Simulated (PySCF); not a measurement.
C₃H₄BrCl, SMILES C/C(Cl)=C\Br. The structure is a stationary point at PBE-D3(BJ)/def2-SVP.

Computed equilibrium geometry at PBE-D3(BJ)/def2-SVP (PySCF confirms it by a frequency run) as Cartesian coordinates in Å, and its point group:
point group Cs.
```xyz
9

C     -1.6904     1.0672     0.0000
C     -0.1981     1.0789     0.0000
Cl     0.5219     2.6824     0.0000
C      0.6526     0.0316     0.0000
Br     0.0867    -1.7729     0.0000
H     -2.0811     1.5979     0.8927
H     -2.0718     0.0291     0.0000
H     -2.0811     1.5979    -0.8927
H      1.7434     0.1576     0.0000
```
